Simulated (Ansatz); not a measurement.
`[OH][InH][F]` at its PBE0-D4/def2-TZVP geometry, where that method's forces vanish. Total charge 0; spin multiplicity 1. In takes the def2 core potential.

| atom | x (Å) | y (Å) | z (Å) |
| --- | --- | --- | --- |
| O1 | 1.3064 | -0.6229 | 0.0384 |
| In2 | -0.4628 | 0.2354 | 0.0484 |
| F3 | -0.7782 | 0.8223 | 1.8742 |
| H4 | 1.5686 | -0.9547 | -0.8234 |
| H5 | -1.6341 | 0.5199 | -1.1376 |

Q: For each bond, give half the difference of the two atoms' forces along it (eV/Å; positive pushes the atoms apart) under PBE-D4, r2SCAN-D4, B3LYP-D4, ωB97M-V in def2-TZVPP. (Estimate.)

A: Computed: 
| bond | length (Å) | PBE-D4 | r2SCAN-D4 | B3LYP-D4 | ωB97M-V |
| --- | --- | --- | --- | --- | --- |
| O1–In2 | 1.966 | 0.30 | 0.13 | 0.24 | 0.05 |
| O1–H4 | 0.960 | 0.43 | 0.06 | -0.01 | -0.07 |
| In2–F3 | 1.944 | 0.44 | 0.09 | 0.25 | 0.05 |
| In2–H5 | 1.691 | -0.18 | -0.13 | -0.14 | -0.13 |

B3LYP here is the variant with VWN-RPA as its local correlation; programs differ in this.
